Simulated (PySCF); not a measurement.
# BaF: energy against distance

Set-up: basis Ba x2c-TZVPPall, F x2c-TZVPPall; spin-free X2C with a Gaussian nucleus; PySCF 2.14. Energies in eV from Ba + F in their ground configurations at the same level. All curves are PBE0. state 1: ²Σ⁺ (doublet), unpaired electrons σ ↑; state 2: ²Δ (doublet), unpaired electrons δ ↑, a second solution, started from another occupation; state 3: ²Π (doublet), unpaired electrons π ↑, a second solution, started from another occupation; state 4: quartet, unpaired electrons σ ↑, π ↑, δ ↑, a second solution, started from another occupation.

```csv
R (Å),state 1,state 2,state 3,state 4
1.850,-5.053,-3.789,-3.740,5.1992
1.936,-5.575,-4.334,-4.269,4.0238
2.022,-5.866,-4.651,-4.574,3.1291
2.087,-5.969,-4.777,-4.693,2.6085
2.151,-5.999,-4.829,-4.739,2.1943
2.216,-5.970,-4.825,-4.729,1.8666
2.302,-5.866,-4.752,-4.652,1.5358
2.409,-5.663,-4.590,-4.485,1.2509
2.538,-5.359,-4.332,-4.224,1.0372
2.710,-4.910,-3.942,-3.832,0.8839
```

Put a parabola through the three lowest points of the state 1 curve and estimate Re, k and ωe (reduced mass 16.7 u; 1 eV/Å² = 0.16022 mdyn/Å; ωe = 1302.8·√(k/μ) cm⁻¹).

Through R = 2.087, 2.151, 2.216 Å the second-order coefficient is 7.09 eV/Å², so Re ≈ 2.152 Å, k ≈ 2.27 mdyn/Å and ωe ≈ 481 cm⁻¹. A polynomial fit of higher order to the unrounded PBE0 energies gives Re = 2.149 Å, k = 2.23 mdyn/Å, ωe = 476 cm⁻¹; anharmonicity and rounding make the difference.

The higher-order fit for each curve: state 1: Re = 2.149 Å, ωe = 476 cm⁻¹, De = 6.00 eV; state 2: Re = 2.176 Å, ωe = 447 cm⁻¹, minimum 4.83 eV below the ground-state fragments; state 3: Re = 2.170 Å, ωe = 448 cm⁻¹, minimum 4.74 eV below the ground-state fragments. State 4 gave no clean fit.

Spin–orbit coupling is left out, which matters for elements this heavy, above all for dissociation energies. Counting both spins, an empty level lies below a filled one in some of these solutions, because spin and occupation are held. The state is the lowest determinant that a PBE0 search found; another state may lie lower at other levels.
